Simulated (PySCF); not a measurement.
## Working out the ionisation energy of C²⁺

C²⁺ [He] 2s2 (1S) → C³⁺ [He] 2s1 (2S). Calculation: PySCF 2.14, in dyall-acv3z; the non-relativistic Hamiltonian (point nucleus). Frozen: nothing; the 5 highest virtual orbitals dropped. Energies in hartree (1 hartree = 27.21139 eV):

```tsv
part	C²⁺ (lower)	C³⁺ (upper)
UHF	-36.408412	-34.726100
MP2 opposite-spin	-0.089204	-0.042392
MP2 same-spin	-0.002209	-0.001234
```

What does Hartree-Fock give?

(-34.726100) − (-36.408412) = 1.682312 hartree = 45.778 eV.

What do MP2 and SCS-MP2 (6/5 opposite-spin, 1/3 same-spin) give?

The opposite-spin parts differ by 1.274 eV and the same-spin parts by 0.027 eV. MP2: 45.778 + (1.274) + (0.027) = 47.079 eV. SCS-MP2: 45.778 + 1.2 × (1.274) + (0.027)/3 = 47.316 eV.

Measured between the centres of the two terms (NIST): 47.888 eV, so MP2 (valence and next inner shell) is off by -0.809 eV.

What remains against the reference includes basis incompleteness and correlation beyond second order.
